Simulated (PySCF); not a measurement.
PySCF input file for GaH4O2P, SMILES [OH][Ga]([OH])[PH2], ωB97X-D3(BJ)/def2-SVP. The structure is a stationary point at ωB97X-D3(BJ)/def2-SVP. The structure was generated by enumeration; whether it is a known compound was not checked. The values are those of a single conformer.

```python
import numpy as np
from pyscf import gto, scf, dft, df
from pyscf.hessian import thermo

mol = gto.M(
    atom='''
    Ga   -0.31553893    0.00216569   -0.00000000
    O    -1.21396946   -0.00624419   -1.54366456
    H    -2.17529123   -0.00394026   -1.49132726
    O    -1.21396947   -0.00624419    1.54366456
    H    -2.17529125   -0.00394027    1.49132725
    P     1.96012841    0.11510086    0.00000000
    H     2.07693732   -0.84293093    1.04726165
    H     2.07693733   -0.84293092   -1.04726166
    ''',
    basis='def2-SVP',
    charge=0,
    spin=0,
    max_memory=1600,
    verbose=3,
)
mf = dft.RKS(mol, xc='wb97x-d3bj').density_fit(auxbasis='def2-universal-jkfit')
mf.grids.level = 3
mf.conv_tol = 1e-11
mf.max_cycle = 100
mf.kernel()

# [left out here: the lines that compute and print the analytic Hessian (its translational invariance restored by hand, since the grid's response is missing), thermochemistry and intensities]
```

Program output:

```
converged SCF energy = -2418.66301944613

WARN: DFTD3 does not support analytical Hessian, using finite difference


WARN: Mole.unit (angstrom) is changed to Bohr

Mode                                 0                   1                   2
Irrep
Freq [cm^-1]                       94.4577            116.9842            162.4923
Reduced mass [au]                   1.0856              7.5382              6.5704
Force const [Dyne/A]                0.0057              0.0608              0.1022
Char temp [K]                     135.9036            168.3142            233.7902
Normal mode                   x     y     z       x     y     z       x     y     z
       0  Ga                 0.00 -0.00  0.00    0.00 -0.00  0.05   -0.00 -0.08 -0.00
       1   O                 0.00 -0.04 -0.00    0.12  0.00 -0.02    0.00  0.11 -0.00
       2   H                 0.00  0.02 -0.00    0.11  0.01 -0.11    0.00  0.21 -0.01
       3   O                -0.00  0.04 -0.00   -0.12 -0.00 -0.02    0.00  0.11  0.00
       4   H                -0.00 -0.02 -0.00   -0.11 -0.01 -0.11    0.00  0.21  0.01
       5   P                 0.00  0.00  0.03    0.00  0.00 -0.09   -0.01  0.05  0.00
       6   H                 0.01 -0.51 -0.44    0.12  0.02 -0.09    0.11  0.07  0.00
       7   H                -0.01  0.51 -0.44   -0.12 -0.02 -0.09    0.11  0.07 -0.00
Mode                                 3                   4                   5
Irrep
Freq [cm^-1]                      193.3440            246.3542            344.0211
Reduced mass [au]                   5.2140              1.0554              1.1821
Force const [Dyne/A]                0.1148              0.0377              0.0824
Char temp [K]                     278.1789            354.4488            494.9697
Normal mode                   x     y     z       x     y     z       x     y     z
       0  Ga                 0.04 -0.00 -0.00    0.00 -0.00 -0.00   -0.00  0.01 -0.00
       1   O                -0.12  0.00  0.09   -0.00 -0.04  0.00   -0.00 -0.07  0.00
       2   H                -0.11  0.00  0.24   -0.00  0.68 -0.00    0.00  0.65 -0.00
       3   O                -0.12  0.00 -0.09    0.00  0.04  0.00   -0.00 -0.07 -0.00
       4   H                -0.11  0.00 -0.24    0.00 -0.68 -0.00    0.00  0.64  0.00
       5   P                 0.05  0.00  0.00    0.00  0.00 -0.00    0.00  0.00  0.00
       6   H                 0.04  0.00 -0.00    0.01  0.04  0.04    0.04  0.02  0.00
       7   H                 0.04  0.00  0.00   -0.01 -0.04  0.04    0.04  0.02 -0.00
Mode                                 6                   7                   8
Irrep
Freq [cm^-1]                      381.7760            615.5263            673.0310
Reduced mass [au]                   9.6991              1.1512              1.0756
Force const [Dyne/A]                0.8329              0.2570              0.2871
Char temp [K]                     549.2906            885.6054            968.3418
Normal mode                   x     y     z       x     y     z       x     y     z
       0  Ga                -0.06 -0.00  0.00   -0.00  0.01 -0.00    0.00  0.00 -0.00
       1   O                -0.02  0.00 -0.04    0.01 -0.00  0.02   -0.01  0.00 -0.04
       2   H                -0.02 -0.02 -0.08    0.01 -0.06  0.02    0.01 -0.01  0.31
       3   O                -0.02  0.00  0.04    0.01 -0.00 -0.02    0.01 -0.00 -0.04
       4   H                -0.02 -0.02  0.08    0.01 -0.06 -0.02   -0.01  0.01  0.31
       5   P                 0.14  0.00 -0.00   -0.05 -0.03  0.00   -0.00 -0.00  0.02
       6   H                 0.18  0.00 -0.00    0.64  0.14  0.06    0.60  0.04 -0.02
       7   H                 0.18  0.00  0.00    0.64  0.14 -0.06   -0.60 -0.04 -0.02
Mode                                 9                  10                  11
Irrep
Freq [cm^-1]                      696.8808            729.6092            733.2057
Reduced mass [au]                  12.3874              2.3491              1.6997
Force const [Dyne/A]                3.5444              0.7368              0.5384
Char temp [K]                    1002.6563           1049.7452           1054.9198
Normal mode                   x     y     z       x     y     z       x     y     z
       0  Ga                -0.04 -0.00 -0.00   -0.00  0.00 -0.05    0.00 -0.00 -0.04
       1   O                 0.07  0.00  0.15    0.03  0.00  0.11    0.08  0.00  0.06
       2   H                 0.07  0.01 -0.06    0.02 -0.01 -0.34    0.09  0.01  0.49
       3   O                 0.07  0.00 -0.15   -0.03 -0.00  0.11   -0.08 -0.00  0.06
       4   H                 0.07  0.01  0.06   -0.02  0.01 -0.34   -0.09 -0.01  0.49
       5   P                 0.01  0.00  0.00    0.00 -0.00  0.01   -0.00  0.00 -0.01
       6   H                -0.06 -0.02 -0.01    0.28  0.02 -0.01   -0.18 -0.01  0.00
       7   H                -0.06 -0.02  0.01   -0.28 -0.02 -0.01    0.18  0.01  0.00
Mode                                12                  13                  14
Irrep
Freq [cm^-1]                      800.2399           1110.7115           2451.7856
Reduced mass [au]                   1.1489              1.0384              1.0350
Force const [Dyne/A]                0.4335              0.7548              3.6655
Char temp [K]                    1151.3670           1598.0665           3527.5736
Normal mode                   x     y     z       x     y     z       x     y     z
       0  Ga                 0.02  0.00 -0.00    0.00  0.00  0.00   -0.00 -0.00 -0.00
       1   O                -0.05  0.00  0.02   -0.00 -0.00 -0.00    0.00  0.00  0.00
       2   H                -0.07 -0.01 -0.65   -0.00 -0.00  0.00    0.00  0.00  0.00
       3   O                -0.05  0.00 -0.02   -0.00 -0.00  0.00    0.00  0.00 -0.00
       4   H                -0.07 -0.01  0.65   -0.00 -0.00 -0.00    0.00  0.00 -0.00
       5   P                -0.00 -0.00  0.00   -0.01  0.03  0.00    0.00 -0.03 -0.00
       6   H                 0.02  0.01  0.00    0.16 -0.48 -0.47   -0.07  0.45 -0.52
       7   H                 0.02  0.01 -0.00    0.16 -0.48  0.47   -0.07  0.45  0.52
Mode                                15                  16                  17
Irrep
Freq [cm^-1]                     2463.9337           3924.4659           3926.5806
Reduced mass [au]                   1.0415              1.0673              1.0671
Force const [Dyne/A]                3.7255              9.6849              9.6935
Char temp [K]                    3545.0520           5646.4327           5649.4752
Normal mode                   x     y     z       x     y     z       x     y     z
       0  Ga                -0.00 -0.00  0.00    0.00 -0.00 -0.00    0.00 -0.00  0.00
       1   O                 0.00 -0.00 -0.00    0.04 -0.00 -0.00    0.04 -0.00 -0.00
       2   H                 0.00 -0.00 -0.00   -0.68  0.00  0.03   -0.68  0.00  0.03
       3   O                -0.00  0.00 -0.00   -0.04  0.00 -0.00    0.04 -0.00  0.00
       4   H                -0.00  0.00 -0.00    0.68 -0.00  0.03   -0.68  0.00 -0.03
       5   P                 0.00 -0.00  0.03   -0.00 -0.00  0.00   -0.00 -0.00 -0.00
       6   H                -0.07  0.46 -0.51    0.00  0.00 -0.00   -0.00  0.00  0.00
       7   H                 0.07 -0.46 -0.51   -0.00 -0.00 -0.00   -0.00  0.00 -0.00
temperature 298.1500 [K]
pressure 101325.00 [Pa]
Rotational constants [GHz] 5.96726 2.61640 1.84209
Symmetry number 1
Zero-point energy (ZPE) 0.04480 [Eh]   117625.211 [J/mol]
                           tot       elec      trans        rot        vib
Entropy [J/mol/K]       354.645      0.000    170.081    112.198     72.365
Cv [J/mol/K]             98.888      0.000     12.472     12.472     73.944
Cp [J/mol/K]            107.202      0.000     20.786     12.472     73.944
Internal energy [J/mol]                      3718.434   3718.434 129495.947
Internal energy [Eh]   -2418.61086  -2418.66302
Enthalpy [J/mol]                             6197.391   3718.434 129495.947
Enthalpy [Eh]          -2418.60992
Gibbs free energy [J/mol]                  -44512.379 -29733.430 107920.304
Gibbs free energy [Eh] -2418.65019
static polarisability / bohr^3: [[64.392  0.122 -0.   ]
 [ 0.118 37.46  -0.   ]
 [ 0.     0.    48.846]]
largest difference of analytic and finite-field dipole derivatives / e: 0.0007449147779827747
mode   freq/cm-1   IR/(km/mol)   Raman/(A^4/amu)   depolarisation
   1       94.46         5.872             0.471            0.750
   2      116.98         0.136             0.696            0.750
   3      162.49         4.951             0.238            0.268
   4      193.34        40.147             2.147            0.742
   5      246.35         0.032             0.492            0.750
   6      344.02       258.595             1.373            0.746
   7      381.78        10.307            14.562            0.150
   8      615.53         2.658             2.289            0.143
   9      673.03        77.825             2.440            0.750
  10      696.88        76.582             9.876            0.093
  11      729.61       228.643             0.654            0.750
  12      733.21         3.388            10.232            0.750
  13      800.24        10.810             0.527            0.670
  14     1110.71        18.893            29.482            0.749
  15     2451.79        28.169           167.036            0.113
  16     2463.93        42.065           117.956            0.750
  17     3924.47        11.940            36.873            0.750
  18     3926.58       103.963           290.750            0.246
max |gradient| / (hartree/bohr): 0.0001072408575616804
APT charges: [ 1.3732 -0.8619  0.263  -0.8619  0.263  -0.02   -0.0776 -0.0776]
```

The run converged.
